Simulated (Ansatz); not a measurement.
Two structures of BSiH$_{4}$ClF$_{2}$, closed shell, reached by relaxing down either side of one saddle point (PBE0-D4/def2-TZVP). Energies are electronic, without zero-point energy. Ansatz 0.2.0; basis: def2-TZVPP and def2-QZVPP; cores frozen in the correlated methods. Extrapolation: Hartree–Fock as exp(−7.88 √X), correlation as X^−2.97. First:

B1  (-0.782, -0.741, 0.259)
Si2  (-0.488, 1.254, 0.015)
F3  (-0.783, -1.585, -0.764)
F4  (-1.030, -1.271, 1.441)
H5  (1.955, -1.813, -0.892)
Cl6  (2.422, -1.099, 0.063)
H7  (-1.809, 1.940, 0.034)
H8  (0.338, 1.785, 1.129)
H9  (0.177, 1.530, -1.284)
(Å)

Second:

| atom | x (Å) | y (Å) | z (Å) |
| --- | --- | --- | --- |
| B1 | -0.4061 | -1.2316 | 0.4203 |
| Si2 | -0.3240 | 0.8999 | 0.1812 |
| F3 | -1.0940 | -1.7507 | -0.6281 |
| F4 | -0.8830 | -1.5436 | 1.6472 |
| H5 | 1.0117 | 0.4192 | -0.9889 |
| Cl6 | 1.4491 | -1.5549 | 0.2700 |
| H7 | -1.1332 | 1.8254 | -0.6708 |
| H8 | 0.5499 | 1.7821 | 1.0016 |
| H9 | 0.8296 | 1.1540 | -1.2325 |

Q: Which bonds change from the first to the second?

A: BSiH₃F₂ ([F][B]([F])[SiH3]) + HCl → BSiH₂ClF₂ ([F][B]([F])([SiH2])[Cl]) + H₂; bonds formed: B1–Cl6, Si2–H5, H5–H9; bonds broken: Si2–H9, H5–Cl6.

Q: Give the saddle point's structure and its height above each. (To be estimated.)

A: By the calculation: 30.70 kcal/mol above the first and 2.47 kcal/mol above the second (CCSD(T) at an estimated basis limit (MP2 extrapolated from triple and quadruple zeta, plus CCSD(T) − MP2 in triple zeta)).
```
9
angstrom
B -0.4523 -1.1270 0.3887
Si -0.3467 0.9468 0.0932
F -1.2453 -1.7315 -0.5253
F -0.6561 -1.4797 1.6756
H 1.1550 0.2163 -0.7663
Cl 1.4475 -1.4795 -0.0921
H -1.1800 1.7914 -0.8091
H 0.3368 1.8438 1.0613
H 0.9413 1.0193 -1.0261
```

T1 diagnostic: at most 0.013.

Labels in which every atom is bracketed show which atoms are joined, not bond orders.

For scale, one of the runs: CCSD(T)/def2-TZVPP, 233 basis functions (an equivalent command: `ansatz run in.yaml --threads 4`). Hardware: 4 CPU threads, shared host. Wall time 2.2 min; peak host memory 4.1 GiB.
